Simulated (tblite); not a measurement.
Species: C4H10BNS.
Bonds: B1–N2, N2–C3 (triple), C3–C4, C4–S5, S5–C6, C6–C7. Hydrogens: H8, H9, H10 on B1; H11, H12 on C4; H13, H14 on C6; H15, H16, H17 on C7.
Bond orders are those of one Lewis drawing.

Computed with GFN2-xTB (tblite), gas phase: L-BFGS steps from a force-field or distance-geometry start until the largest atomic force falls under 0.01 eV/Å.

At the end of the run (lengths in Å): C6–H14 1.090, S5–C6 1.824, C4–S5 1.847, C7–H17 1.087, B1–N2 1.458, C7–H16 1.088, C3–C4 1.427, C4–S5–C6 101.1°, C3–C4–S5 111.5°, N2–C3–C4 176.5°, S5–C6–C7 113.7°, C3–C4–S5–C6 -78°, C4–S5–C6–C7 76°, H13–C6–C7–H15 55°, H13–C6–S5–C4 -49°.

Question: These geometries were met on the way; a selection of coordinates is given. Order them by energy above the end point, lowest first.
A. C6–H14 1.089, S5–C6 1.826, C4–S5 1.855, C7–H17 1.088, B1–N2 1.461, C7–H16 1.090, C3–C4 1.427, C4–S5–C6 107.2°, C3–C4–S5 114.4°, N2–C3–C4 175.2°, S5–C6–C7 115.3°, C3–C4–S5–C6 -70°, C4–S5–C6–C7 69°, H13–C6–C7–H15 65°, H13–C6–S5–C4 -59°
B. C6–H14 1.089, S5–C6 1.864, C4–S5 1.883, C7–H17 1.080, B1–N2 1.487, C7–H16 1.083, C3–C4 1.430, C4–S5–C6 109.1°, C3–C4–S5 110.4°, N2–C3–C4 179.2°, S5–C6–C7 115.4°, C3–C4–S5–C6 -69°, C4–S5–C6–C7 68°, H13–C6–C7–H15 65°, H13–C6–S5–C4 -60°
C. C6–H14 1.136, S5–C6 1.789, C4–S5 1.827, C7–H17 1.122, B1–N2 1.491, C7–H16 1.121, C3–C4 1.452, C4–S5–C6 113.5°, C3–C4–S5 108.1°, N2–C3–C4 178.2°, S5–C6–C7 116.3°, C3–C4–S5–C6 -67°, C4–S5–C6–C7 67°, H13–C6–C7–H15 68°, H13–C6–S5–C4 -58°
D. C6–H14 1.098, S5–C6 1.845, C4–S5 1.879, C7–H17 1.093, B1–N2 1.471, C7–H16 1.093, C3–C4 1.441, C4–S5–C6 107.7°, C3–C4–S5 112.9°, N2–C3–C4 176.7°, S5–C6–C7 116.0°, C3–C4–S5–C6 -69°, C4–S5–C6–C7 68°, H13–C6–C7–H15 66°, H13–C6–S5–C4 -61°
E. C6–H14 1.094, S5–C6 1.827, C4–S5 1.856, C7–H17 1.088, B1–N2 1.454, C7–H16 1.089, C3–C4 1.427, C4–S5–C6 106.2°, C3–C4–S5 112.0°, N2–C3–C4 178.3°, S5–C6–C7 114.6°, C3–C4–S5–C6 -73°, C4–S5–C6–C7 71°, H13–C6–C7–H15 62°, H13–C6–S5–C4 -56°

Answer: E (0.036 eV), A (0.061 eV), D (0.110 eV), B (0.196 eV), C (0.497 eV).

```json
{"step": "13", "E above end (eV)": "0.036", "rms distance from the end, all atoms (Å)": "0.083", "largest force (eV/Å)": "0.250", "rms shift of all bonds from the end (Å)": "0.003"}
{"step": "8", "E above end (eV)": "0.061", "rms distance from the end, all atoms (Å)": "0.102", "largest force (eV/Å)": "0.309", "rms shift of all bonds from the end (Å)": "0.003"}
{"step": "5", "E above end (eV)": "0.110", "rms distance from the end, all atoms (Å)": "0.117", "largest force (eV/Å)": "0.995", "rms shift of all bonds from the end (Å)": "0.011"}
{"step": "3", "E above end (eV)": "0.196", "rms distance from the end, all atoms (Å)": "0.131", "largest force (eV/Å)": "0.776", "rms shift of all bonds from the end (Å)": "0.016"}
{"step": "0", "E above end (eV)": "0.497", "rms distance from the end, all atoms (Å)": "0.144", "largest force (eV/Å)": "1.932", "rms shift of all bonds from the end (Å)": "0.024"}
```

Rows stand in the order of the answer.
